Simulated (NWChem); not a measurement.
System: GaBrF₂; SMILES [F][Ga]([F])[Br]

NWChem input:

```
start job
memory heap 200 mb stack 900 mb global 1100 mb
geometry units angstroms noautosym nocenter noautoz
  Ga     0.000000     0.000000     0.742528
  F      0.000000    -1.471902     1.658556
  F      0.000000     1.471902     1.658556
  Br     0.000000     0.000000    -1.499169
end
basis spherical
  * library def2-svpd
end
dft
  xc xcamb88 1.00 lyp 0.81 vwn_5 0.19 hfexch 1.00
  cam 0.33 cam_alpha 0.19 cam_beta 0.46
  iterations 150
end
property
  response 1 0.0
end
task dft property
```

Output (shortened):

```
             Northwest Computational Chemistry Package (NWChem) 7.3.0
             --------------------------------------------------------

                             Geometry "geometry" -> ""
                             -------------------------

 Output coordinates in angstroms (scale by  1.889725989 to convert to a.u.)

  No.       Tag          Charge          X              Y              Z
 ---- ---------------- ---------- -------------- -------------- --------------
    1 Ga                  31.0000     0.00000000     0.00000000     0.74252800
    2 F                    9.0000     0.00000000    -1.47190200     1.65855600
    3 F                    9.0000     0.00000000     1.47190200     1.65855600
    4 Br                  35.0000     0.00000000     0.00000000    -1.49916900

 Effective nuclear repulsion energy (a.u.)     536.6997072800

                              NWChem Property Module
                              ----------------------

                                 NWChem DFT Module
                                 -----------------

 Summary of "ao basis" -> "ao basis" (spherical)
 ------------------------------------------------------------------------------
       Tag                 Description            Shells   Functions and Types
 ---------------- ------------------------------  ------  ---------------------
 Ga                        def2-svpd                14       38   6s4p4d
 F                         def2-svpd                 9       23   4s3p2d
 Br                        def2-svpd                15       41   6s5p4d

            General Information
            -------------------
          SCF calculation type: DFT
          Wavefunction type:  closed shell.
          No. of atoms     :     4
          No. of electrons :    84
           Alpha electrons :    42
            Beta electrons :    42
          Charge           :     0
          Spin multiplicity:     1
          Use of symmetry is: off; symmetry adaption is: off
          Maximum number of iterations: 150
          AO basis - number of functions:   125
                     number of shells:    47
          Convergence on energy requested:  1.00D-06
          Convergence on density requested:  1.00D-05
          Convergence on gradient requested:  5.00D-04

              XC Information
              --------------
                     Hartree-Fock (Exact) Exchange  1.000
                   CAM-Becke88 Exchange Functional  1.000
                      VWN V Correlation Functional  0.190 local
              Lee-Yang-Parr Correlation Functional  0.810

           Range-Separation Parameters
           ---------------------------
           Alpha           :  0.19
           Beta            :  0.46
           Gamma           :  0.33
           Short-Range HF  :     F

             Grid Information
             ----------------
          Grid used for XC integration:  medium
          Radial quadrature: Mura-Knowles
          Angular quadrature: Lebedev.
          Tag              B.-S. Rad. Rad. Pts. Rad. Cut. Ang. Pts.
          ---              ---------- --------- --------- ---------
          Ga                  1.30      112          12.0       590
          F                   0.50       49          13.0       434
          Br                  1.15      112          12.0       590
          Grid pruning is: on
          Number of quadrature shells:   322
          Spatial weights used:  Erf1

      Superposition of Atomic Density Guess
      -------------------------------------

 Sum of atomic energies:       -4693.65876761

      Non-variational initial energy
      ------------------------------

 Total energy =   -4693.971231
 1-e energy   =   -7615.615015
 2-e energy   =    2384.944076
 HOMO         =      -0.419664
 LUMO         =      -0.080377

   convergence    iter        energy       DeltaE   RMS-Dens  Diis-err
 ---------------- ----- ----------------- --------- --------- ---------
 d= 0,ls=0.0,diis     1  -4698.2120805497 -5.23D+03  1.38D-02  1.12D+00
 d= 0,ls=0.0,diis     2  -4698.1566339969  5.54D-02  5.83D-03  2.24D+00
 d= 0,ls=0.0,diis     3  -4698.3369331686 -1.80D-01  7.69D-04  2.16D-02
 d= 0,ls=0.0,diis     4  -4698.3381824164 -1.25D-03  2.62D-04  3.42D-03
 d= 0,ls=0.0,diis     5  -4698.3384136759 -2.31D-04  6.05D-05  1.11D-04
  Resetting Diis
 d= 0,ls=0.0,diis     6  -4698.3384206741 -7.00D-06  2.02D-05  3.62D-06
 d= 0,ls=0.0,diis     7  -4698.3384212136 -5.40D-07  1.06D-05  8.79D-07
 d= 0,ls=0.0,diis     8  -4698.3384212355 -2.18D-08  5.15D-06  1.10D-06

         Total DFT energy =    -4698.338421235463
      One electron energy =    -7613.125833332696
           Coulomb energy =     2565.668373469767
    Exchange-Corr. energy =     -187.580668652527
 Nuclear repulsion energy =      536.699707279994

 Numeric. integr. density =       84.000001020807

                       DFT Final Molecular Orbital Analysis
                       ------------------------------------

[...]

 DFT Linear Response polarizability / au
 Frequency  =       0.0000000 / au
              X              Y              Z
 -----------------------------------------------
 X      36.4562852      0.0000000      0.0000000
 Y       0.0000000     42.2004228      0.0000001
 Z       0.0000000      0.0000001     56.4037945
 -----------------------------------------------
 Eigenvalues =      36.4562852     42.2004228     56.4037945
 Isotropic   =      45.0201675
 Anisotropic =      17.7853031
 -----------------------------------------------

 Magnetic Dipole Response Matrix (nonzero elements):

 Exiting AOResponse driver routine
```

Level: CAM-B3LYP/def2-SVPD. The geometry was optimised at PBE0/def2-SVP.
